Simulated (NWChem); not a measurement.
Molecule: phosphorus nitride (PN); SMILES P#N

Program: NWChem. Medium grid unless said otherwise, to which SCAN and Minnesota functionals are sensitive. All runs use the structure optimised with B3LYP/6-31G* (spherical d). Level r2SCAN/def2-SVP: energy and gradient; each run changes one setting, and changes count from the defaults (medium grid, exact Coulomb integrals, symmetry on).

| setting | size of the energy change (μHa) | largest change of a gradient component (μHa/bohr) |
|---|---|---|
| defaults | < 10 | < 30 |
| Coulomb fitting, Weigend set | 80 | 70 |
| coarse grid | 100 | 500 |
| Becke weights | < 10 | 90 |
